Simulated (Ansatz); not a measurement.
A structure relaxed at PBE0-D4/def2-TZVP, charge 0, multiplicity 1:

```tsv
atom	x (Å)	y (Å)	z (Å)
C1	-1.733	3.016	-0.288
C2	-0.866	1.860	-0.302
N3	-0.177	0.946	-0.314
In4	1.265	-1.033	-0.314
C5	1.603	-1.035	1.829
C6	-0.230	-2.370	-1.144
H7	-2.724	2.739	-0.653
H8	-1.821	3.400	0.729
H9	-1.321	3.795	-0.931
H10	2.476	-0.354	-1.367
H11	2.061	-0.099	2.154
H12	0.666	-1.175	2.371
H13	2.276	-1.850	2.107
H14	-1.086	-2.461	-0.473
H15	0.192	-3.367	-1.289
H16	-0.580	-2.011	-2.114
```

Question: Give its formula and SMILES.

Answer: C4H10InN, `CC#[N+][InH-]([CH3])[CH3]`.

Question: Point group (tolerance 0.08 Å, 0.16 Å for H)?

Answer: Cs.

Question: Summarise the bond lengths by kind.

Answer: 1 × C–C 1.445 Å; 9 × C–H 1.091 to 1.093 Å; 1 × C–N 1.145 Å; 1 × In–N 2.448 Å; 2 × C–In 2.170 Å; 1 × H–In 1.742 Å.

Program: Ansatz 0.2.0.
